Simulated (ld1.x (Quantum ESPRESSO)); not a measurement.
What one change does to a pseudopotential (argon (Ar), TM)

| Quantity | Value |
| --- | --- |
| Element | Ar (Z = 18) |
| Generator | ld1.x (Quantum ESPRESSO) 7.5 |
| Type | norm-conserving Troullier–Martins (Kleinman–Bylander form) |
| Functional | PBEsol |
| Relativity | scalar-relativistic |
| Frozen core | [Ne] |
| Valence charge | 8 |
| Reference configuration | 3s2 3p5 (charge +1) |
| Partial waves | 3p (bound): rc 1.40 bohr; 3d channel at 0.1 Ry: rc 1.30 bohr; 3s (bound): rc 0.90 bohr |
| Local potential | the s channel |
| Core correction | Bessel-smoothed model core inside 0.90 bohr |

Change: all radii but the core radius scaled by about 0.85 (s 0.76, p 1.20, d 1.10 bohr).

Cutoffs: the cutoffs (Ry, on a coarse ladder) from which the occupation-weighted sum of valence levels, in a spherical-Bessel basis at the reference potential, stays within 10 and 1 mRy of its value at 400 Ry; they do not see the model core or the augmentation charge, which bear on the density cutoff. Errors are all-electron minus pseudo energies relative to the spin-unpolarised reference configuration.

How do hardness, ghosts and transferability respond?

Of the 6 tests that both files solve, the error grows in 6 and shrinks in 0 by more than 15 % and 0.3 meV (median size 9.4 → 15.5 meV); neither file shows a bound ghost. That the errors move this way runs against the usual rule that smaller radii transfer better.

```tsv
quantity	base	changed
cutoff, loose	160 Ry	over 300 Ry
cutoff, tight	300 Ry	over 300 Ry
loose cutoff by channel (10 mRy a level)	p 18 Ry, s 100 Ry	p 15 Ry, s 300 Ry
bound ghosts	none	none
error for 3s2 3p6, meV [ΔE -16.01 eV]	+8.0	+10
error for 3s2 3p4, meV [ΔE 28.60 eV]	+11	+17
error for 3s2 3p3, meV [ΔE 71.13 eV]	+67	+99
error for 3s1 3p6, meV [ΔE 14.57 eV]	-2.8	-14
error for 3s2 3p2, meV [ΔE 128.70 eV]	+204	+301
error for 3s2 3p5.5, meV [ΔE -9.49 eV]	+2.9	+3.7
```
